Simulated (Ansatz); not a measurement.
A geometry optimisation of Br2GeH2Si with BLYP-D3(BJ)/def2-SVP

The starting geometry of this gas-phase singlet was optimised with GFN2-xTB; its bonds are those of `Br[SiH2][Ge][Br]`.

```yaml
atoms:
  - { symbol: Br, position_ang: [0.7966, -0.9865, -1.1891] }
  - { symbol: Br, position_ang: [0.4677, -0.0902, 4.2695] }
  - { symbol: Ge, position_ang: [0.9886, -1.5095, 2.4668] }
  - { symbol: Si, position_ang: [0.3911, 0.1453, 0.7326] }
  - { symbol: H, position_ang: [1.2025, 1.3554, 0.5538] }
  - { symbol: H, position_ang: [-1.0103, 0.5500, 0.5661] }
```

Problem. Predict what becomes of its bonds when it is optimised with BLYP-D3(BJ)/def2-SVP.

Solution. It keeps its bonds, and is `Br[SiH2][Ge][Br]`.

The energy falls by 0.12 eV over 8 steps:

| step | E − E(last) (eV) |
| --- | --- |
| 1 | 0.123 |
| 2 | 0.072 |
| 3 | 0.012 |
| 4 | 0.009 |
| 5 | 0.002 |
| 6 | 0.000 |
| 7 | 0.000 |
| 8 | 0.000 |

Final geometry (Å):

```xyz
6

Br    0.7756   -0.9284   -1.3620
Br    0.4092    0.0805    4.1614
Ge    1.0050   -1.5500    2.4976
Si    0.4156    0.0689    0.6636
H     1.2602    1.3120    0.7185
H    -1.0294    0.4816    0.7205
```

Frequencies at the end are all real (lowest 29 cm⁻¹). Run with Ansatz 0.2.0, 15 s on 2 threads of Arm Neoverse V1 (shared host).
